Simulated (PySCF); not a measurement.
C₃H₆BFO₂. Atoms are numbered in the order given.

```xyz
13

C     -1.6721    -1.0288     0.0572
C     -1.2081     0.2224     0.0205
C     -2.0056     1.4561     0.3211
O      0.0782     0.5463    -0.3492
B      1.2122    -0.1717    -0.1290
O      2.3628     0.2600    -0.7014
F      1.2174    -1.2703     0.6432
H     -1.0414    -1.8877    -0.1779
H     -2.7115    -1.2096     0.3369
H     -1.5475     2.0068     1.1585
H     -3.0430     1.2056     0.5791
H     -2.0012     2.1266    -0.5529
H      3.1141    -0.2993    -0.4764
```
Charge 0, spin multiplicity 1.

Coordinates come from a ωB97X-D3(BJ)/def2-SVP optimisation. One conformer was computed; it need not be the lowest.

The numbers are results of ωB97X/def2-TZVP run with PySCF, not measurements.

Computed frontier levels, gap, dipole moment and polarisability:
| Quantity | Result |
|---|---|
| highest occupied level | -9.37 eV |
| lowest empty level | 2.55 eV |
| orbital gap | 11.92 eV |
| dipole moment | 0.62 D |
| quadrupole, principal values (traceless, Buckingham form, about the centre of nuclear charge) | -9.89, -1.85, 11.73 D·Å |
| mean static polarisability | 56.4 bohr³ (8.36 Å³) |
| polarisability, principal values | 41.5, 61.1, 66.7 bohr³ |
